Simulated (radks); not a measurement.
Results of a calculation; reference values are marked as such.
Task: The mean radii <r> (bohr) of the occupied orbitals of an atom or ion are listed with their occupations. Code: a radial shooting solver on a logarithmic mesh with Libxc functionals. Model: scalar-relativistic Kohn-Sham, PBEsol, spin-polarised, spherical densities, finite nucleus; Fermi nuclear charge, rms radius of each element as measured or else 0.836 A^(1/3) + 0.57 fm.

| orbital | occ. | <r> |
|---|---|---|
| 1s | 2 | 0.01606 |
| 2s | 2 | 0.06758 |
| 2p | 6 | 0.06138 |
| 3s | 2 | 0.1724 |
| 3p | 6 | 0.1735 |
| 3d | 10 | 0.1566 |
| 4s | 2 | 0.3466 |
| 4p | 6 | 0.3582 |

Name the element and its charge. Open shells, if any, are filled with parallel spins first.

Result: Z = 82, lead, charge +46: Pb46+ in [Kr]. The 1s radius gives Z: for a bare nucleus <r> = (2 gamma + 1)/(2Z) with gamma = sqrt(1 - (Z/c)^2), 0.01587 bohr for Z = 82, and screening makes it slightly larger (0.01606 here). The occupations add up to 36, and the charge is Z minus that.
